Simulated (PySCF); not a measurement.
**Br (bromine, neutral) across methods**

[Ar] 3d10 4s1 4p6, 2S determinant (an excited configuration). Calculation: PySCF 2.14, in aug-cc-pwCVTZ-PP with ECP10MDF; scalar relativity through the core potential.

```
 method  E (hartree)  mean ε 4s α (eV)  mean ε 4p α (eV)  mean ε 4p β (eV)  Σ⟨r²⟩ (bohr²)   ⟨S²⟩
  TPSSh    -416.2709           -22.698            -9.585            -8.473          40.62  0.754
    PBE    -416.3664           -21.417            -8.836            -8.038          40.79  0.753
LC-wPBE    -416.3834           -27.266           -13.108           -11.655          40.45  0.754
   MN15    -416.9820           -24.201           -10.814            -9.551          41.33  0.754
   PBE0    -416.3100           -24.001           -10.358            -9.016          40.72  0.756
    LDA    -415.7827           -21.622            -8.931            -8.207          40.74  0.752
    UHF   -414.93610           -31.053           -14.228           -10.787          41.56  0.784
   PW91    -416.5071           -21.487            -8.877            -8.093          40.76  0.753
 r2SCAN    -416.2163           -22.500            -9.345            -8.237          40.49  0.758
```

Energies and moments cover only the electrons outside the core potential.
